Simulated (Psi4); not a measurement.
Computed with SAPT0/jun-cc-pVDZ, frozen core (Psi4).

Psi4 input:

```
molecule {
0 1
Si -0.13241614 -0.00366432 -0.00486272
Cl 1.93172101 0.05355625 0.07103454
H -0.53582479 -0.99230922 -1.02364535
H -0.62472753 1.33971988 -0.36686073
H -0.63875255 -0.39730259 1.32433426
--
0 1
F 4.04560162 2.12075080 0.59726707
H 3.42527786 1.45559024 0.43167587
units angstrom
symmetry c1
no_reorient
no_com
}
set basis jun-cc-pvdz
set scf_type df
set freeze_core true
energy('sapt0')
```

Part of the output:

```
    SAPT Results
  --------------------------------------------------------------------------------------------------------
    Electrostatics                 -5.19312744 [mEh]      -3.25873667 [kcal/mol]     -13.63455421 [kJ/mol]
      Elst10,r                     -5.19312744 [mEh]      -3.25873667 [kcal/mol]     -13.63455421 [kJ/mol]

    Exchange                       12.94223957 [mEh]       8.12137794 [kcal/mol]      33.97984531 [kJ/mol]
      Exch10                       12.94223957 [mEh]       8.12137794 [kcal/mol]      33.97984531 [kJ/mol]
      Exch10(S^2)                  12.83571649 [mEh]       8.05453370 [kcal/mol]      33.70016899 [kJ/mol]

    Induction                      -5.63644649 [mEh]      -3.53692357 [kcal/mol]     -14.79848823 [kJ/mol]
      Ind20,r                      -8.44205279 [mEh]      -5.29746810 [kcal/mol]     -22.16460654 [kJ/mol]
      Exch-Ind20,r                  4.67540553 [mEh]       2.93386127 [kcal/mol]      12.27527554 [kJ/mol]
      delta HF,r (2)               -1.86979924 [mEh]      -1.17331674 [kcal/mol]      -4.90915723 [kJ/mol]

    Dispersion                     -2.66306607 [mEh]      -1.67109919 [kcal/mol]      -6.99187901 [kJ/mol]
      Disp20                       -3.14932621 [mEh]      -1.97623203 [kcal/mol]      -8.26855483 [kJ/mol]
      Exch-Disp20                   0.48626014 [mEh]       0.30513284 [kcal/mol]       1.27667582 [kJ/mol]
      Disp20 (SS)                  -1.57466311 [mEh]      -0.98811602 [kcal/mol]      -4.13427742 [kJ/mol]
      Disp20 (OS)                  -1.57466311 [mEh]      -0.98811602 [kcal/mol]      -4.13427742 [kJ/mol]
      Exch-Disp20 (SS)              0.27425509 [mEh]       0.17209767 [kcal/mol]       0.72005663 [kJ/mol]
      Exch-Disp20 (OS)              0.21200505 [mEh]       0.13303518 [kcal/mol]       0.55661919 [kJ/mol]

  Total HF                          2.11266564 [mEh]       1.32571770 [kcal/mol]       5.54680287 [kJ/mol]
  Total SAPT0                      -0.55040043 [mEh]      -0.34538149 [kcal/mol]      -1.44507614 [kJ/mol]
```
